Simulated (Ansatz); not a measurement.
Relaxation of C2H4GaNS (9 atoms, charge 0, multiplicity 1), to a largest force component of 0.02 eV/Å in at most 50 steps.

Method: RKS PBE0/def2-SVP (Ansatz).

```xyz
9
Properties=species:S:1:pos:R:3
S 0.015 1.648 -1.812
Ga 1.707 0.846 -0.029
C 0.028 -0.970 0.143
C -0.510 -0.507 1.252
N -1.248 -1.288 0.271
H -1.161 1.847 -0.994
H 1.119 0.164 -1.524
H 0.721 -1.828 0.436
H -0.583 0.041 2.238
```

**Question.** Where does it end, and by what steps?

**Answer.** The forces met the threshold. The force dipped under the threshold on the way, but the program's further checks kept it going. After 49 steps the energy has fallen by 6.798 eV; H7 moved furthest, 1.81 Å. The start is strongly strained (largest force component 10 eV/Å), so its close contacts needn't be bonds. Parted: Ga2–H7. Joined: C3–H7.

```csv
step,energy less start (eV),largest force component (eV/Å),accepted
0,0.0000,10.412,yes
2,-3.6684,2.000,yes
4,-4.9138,1.553,yes
6,-5.7868,3.394,yes
8,-6.4708,1.176,yes
10,-6.7261,0.835,yes
12,-6.7809,0.124,yes
14,-6.7853,0.100,yes
16,-6.7865,0.096,yes
18,-6.7873,0.087,yes
20,-6.7879,0.080,yes
22,-6.7886,0.023,yes
24,-6.7890,0.030,yes
26,-6.7893,0.023,yes
28,-6.7892,0.102,no
30,-6.7895,0.138,yes
32,-6.7905,0.060,yes
34,-6.7907,0.014,yes
36,-6.7918,0.075,yes
38,-6.7928,0.154,yes
40,-6.7941,0.044,yes
42,-6.7947,0.158,yes
44,-6.7960,0.014,yes
46,-6.7965,0.059,yes
48,-6.7972,0.052,yes
49,-6.7976,0.010,yes
```

```xyz
9
Properties=species:S:1:pos:R:3
S 0.794 2.137 -2.147
Ga 1.760 2.007 -0.051
C -0.039 -1.185 0.087
C -0.687 -0.887 1.350
N -1.122 -1.942 0.840
H -0.395 2.425 -1.564
H -0.336 -0.676 -0.838
H 0.956 -1.649 0.064
H -0.841 -0.275 2.242
```

Time of the run: 2.2 min on 2 threads of Intel(R) Xeon(R) Platinum 8488C (Sapphire Rapids), on a shared host, peak memory 0.3 GiB.
